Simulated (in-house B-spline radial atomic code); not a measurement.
The numbers below are computed, except where a source is named.
Making a Troullier-Martins s channel for V, r_c = 2.41 bohr

V, [Ar] 3d3 4s2, non-relativistic PBE, spherical and spin-unpolarised, from an all-electron radial atomic-structure program (B-spline basis) (atomic units). The all-electron 4s level is ε = -0.170791 hartree, its outermost node lies just inside 1.20 bohr and its outer maximum at 2.77 bohr.

Inside r_c the pseudo-orbital is u(r) = r^1 exp(p(r)), with p = c0 + c2 r² + c4 r⁴ + … + c12 r¹². The seven coefficients follow from p and its first four derivatives at r_c, from zero curvature of the screened potential at the origin, c4 = −c2²/(2l + 5), and from the norm inside r_c. At r_c the all-electron orbital has P = 0.5747156, P' = 0.1271935, the screened potential V = -0.5253695, V' = 0.4237828, V'' = -0.6610306, and the norm inside is Q = 0.2285005.

(1) What are p, p' and p'' at r_c?

For a trial c2 the five matching conditions are linear in c0, c6, c8, c10 and c12, and c2 is varied until the norm inside r_c equals Q. The root nearest zero gives:

| n | c_n |
| --- | --- |
| 0 | -2.320037 |
| 2 | 0.435957 |
| 4 | -0.03801171 |
| 6 | -0.01063222 |
| 8 | 0.002390079 |
| 10 | -0.0001768626 |
| 12 | 4.402809e-06 |

(2) Check c4 and p(r_c), and find the screened pseudopotential at the origin.

Orbitals and screened potentials:

```json
{"r (bohr)": "0.241", "P": "0.1484", "u": "0.02429", "V all-electron": "-49.8", "V pseudo": "1.136"}
{"r (bohr)": "0.602", "P": "-0.2367", "u": "0.06891", "V all-electron": "-10.82", "V pseudo": "1.093"}
{"r (bohr)": "0.964", "P": "-0.1632", "u": "0.1365", "V all-electron": "-4.208", "V pseudo": "0.874"}
{"r (bohr)": "1.326", "P": "0.1131", "u": "0.2401", "V all-electron": "-2.04", "V pseudo": "0.3746"}
{"r (bohr)": "1.687", "P": "0.3489", "u": "0.3741", "V all-electron": "-1.16", "V pseudo": "-0.2498"}
{"r (bohr)": "2.048", "P": "0.4986", "u": "0.4997", "V all-electron": "-0.7404", "V pseudo": "-0.597"}
{"r (bohr)": "2.41", "P": "0.5747", "u": "0.5747", "V all-electron": "-0.5254", "V pseudo": "-0.5254"}
```

Logarithmic derivatives P'/P at R = 2.71 bohr, for energies E around ε:

| E − ε (hartree) | all-electron | pseudo |
| --- | --- | --- |
| -0.5 | 0.744518 | 0.737133 |
| -0.25 | 0.436805 | 0.434014 |
| -0.1 | 0.21138 | 0.210772 |
| 0 | 0.0365086 | 0.0364963 |
| 0.1 | -0.164901 | -0.165867 |
| 0.25 | -0.537505 | -0.546595 |
| 0.5 | -1.50921 | -1.60033 |

(3) With P(R) = 0.5962435 and a norm of 0.3322753 inside R, what slope in energy does norm conservation fix?

Answers

(1) p = ln(P/r_c^1) = ln(0.5747156/2.41) = -1.43351. p' = P'/P − 1/r_c = 0.22132 − 0.41494 = -0.19362. The radial equation gives p'' = 2(V − ε) − 2(1) p'/r_c − p'² = -0.70916 − (-0.16068) − 0.03749 = -0.58596. Differentiating, p''' = 2V' + 2(1)p'/r_c² − 2(1)p''/r_c − 2p'p'' = 1.0403, and p'''' = 2V'' − 4(1)p'/r_c³ + 4(1)p''/r_c² − 2(1)p'''/r_c − 2p''² − 2p'p''' = -2.8174.

(2) −c2²/5 = -0.0380117, as listed. The terms c_n r_c^n are -2.32004, 2.53208, -1.28229, -2.08318, 2.71987, -1.16898, 0.16902, which sum to -1.43351. Inverting the radial equation, V_l(r) = ε + 1 p'/r + (p'' + p'²)/2, so V_l(0) = ε + (2l + 3) c2 = -0.170791 + 3 × (0.435957) = 1.1371 hartree, finite where the all-electron potential diverges.

(3) d(P'/P)/dE = −2 × (norm inside R)/P(R)² = -1.8693 per hartree·bohr at E = ε, for both atoms, since orbital and norm agree at R. Differences over ±0.1 hartree give -1.8814 (all-electron) and -1.8832 (pseudo), which also hold third-order terms. Half a hartree below ε the two curves differ by -0.0074.
